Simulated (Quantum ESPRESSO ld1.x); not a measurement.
Results of a calculation; reference values are marked as such.
Species: Bi53+. Configuration: [Ar] 3d10 4s2 (the NIST ground configuration). Level of theory: scalar-relativistic Kohn-Sham, LDA (Slater exchange, VWN5 correlation), spin-polarised, spherical densities, point nucleus (ld1.x of Quantum ESPRESSO 7.5). Some entries of the table are withheld. Estimate them.

| orbital | occ. | eigenvalue (hartree) | <r> (bohr) |
|---|---|---|---|
| 1s | 2 | -3440.29 | 0.01579 |
| 2s | 2 | (1) | (2) |
| 2p | 6 | (3) | 0.06040 |
| 3s | 2 | -247.067 | 0.1686 |
| 3p | 6 | -222.244 | 0.1696 |
| 3d | 10 | (4) | 0.1528 |
| 4s | 2 | -121.882 | (5) |

Answer. 
(1) 2s eigenvalue (hartree): -706.558
(2) 2s <r> (bohr): 0.06637
(3) 2p eigenvalue (hartree): -620.383
(4) 3d eigenvalue (hartree): -198.420
(5) 4s <r> (bohr): 0.3320
